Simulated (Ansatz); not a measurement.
Consider the ligand exchange at a Ge–C bond: `[GeH3][CH]1N=CO1` + `NB(O)F` → `NB(F)[O][GeH3]` + `C1=NCO1`.

Isolated molecules relaxed with PBE0-D4/def2-TZVP in Ansatz; ΔE leaves out vibrations. CCSD(T)/CBS adds triple-zeta CCSD(T) − MP2 to the extrapolated MP2 energy (def2 sets, frozen cores). DFT in def2-TZVPP. B3LYP here is the variant with VWN-RPA as its local correlation; programs differ in this. For Ge outer-core shells are correlated without core-valence functions, which leaves a few kJ/mol of doubt a bond. Scalar relativity is left out up to krypton. Each species was taken in one conformer, which may not be the lowest.

```json
{"level": "PBE-D4", "ΔE (kcal/mol)": "-10.7", "difference from CCSD(T)/CBS": "1.5"}
{"level": "PBE0-D4", "ΔE (kcal/mol)": "-11.8", "difference from CCSD(T)/CBS": "0.4"}
{"level": "B3LYP-D4", "ΔE (kcal/mol)": "-13.3", "difference from CCSD(T)/CBS": "-1.1"}
{"level": "ωB97M-V", "ΔE (kcal/mol)": "-13.1", "difference from CCSD(T)/CBS": "-0.9"}
{"level": "B2PLYP", "ΔE (kcal/mol)": "-13.9", "difference from CCSD(T)/CBS": "-1.7"}
{"level": "PBE", "ΔE (kcal/mol)": "-11.1", "difference from CCSD(T)/CBS": "1.1"}
{"level": "r2SCAN", "ΔE (kcal/mol)": "-12.9", "difference from CCSD(T)/CBS": "-0.7"}
{"level": "B3LYP", "ΔE (kcal/mol)": "-14.0", "difference from CCSD(T)/CBS": "-1.8"}
{"level": "HF/def2-TZVPP", "ΔE (kcal/mol)": "-19.0", "difference from CCSD(T)/CBS": "-6.8"}
{"level": "CCSD/def2-TZVPP", "ΔE (kcal/mol)": "-13.9", "difference from CCSD(T)/CBS": "-1.7"}
{"level": "CCSD(T)/def2-TZVPP", "ΔE (kcal/mol)": "-13.2", "difference from CCSD(T)/CBS": "-1.0"}
{"level": "HF/def2-QZVPP", "ΔE (kcal/mol)": "-19.4", "difference from CCSD(T)/CBS": "-7.2"}
{"level": "SCS-MP2/def2-QZVPP", "ΔE (kcal/mol)": "-13.8", "difference from CCSD(T)/CBS": "-1.6"}
{"level": "HF/CBS(def2)", "ΔE (kcal/mol)": "-19.4", "difference from CCSD(T)/CBS": "-7.2"}
{"level": "MP2/CBS(def2)", "ΔE (kcal/mol)": "-11.6", "difference from CCSD(T)/CBS": "0.6"}
{"level": "CCSD/CBS(def2)", "ΔE (kcal/mol)": "-12.8", "difference from CCSD(T)/CBS": "-0.6"}
{"level": "CCSD(T)/CBS", "ΔE (kcal/mol)": "-12.2", "difference from CCSD(T)/CBS": "0"}
```

Largest T1 diagnostic among the species: 0.015.

From PBE to PBE0 (25 % exact exchange), in def2-TZVPP and without D4, ΔE moves by −1.0 kcal/mol. In def2-TZVPP, CCSD(T) changes the Hartree–Fock value by +5.8 kcal/mol (the triples alone add +0.7 kcal/mol) and MP2 by +6.4 kcal/mol.
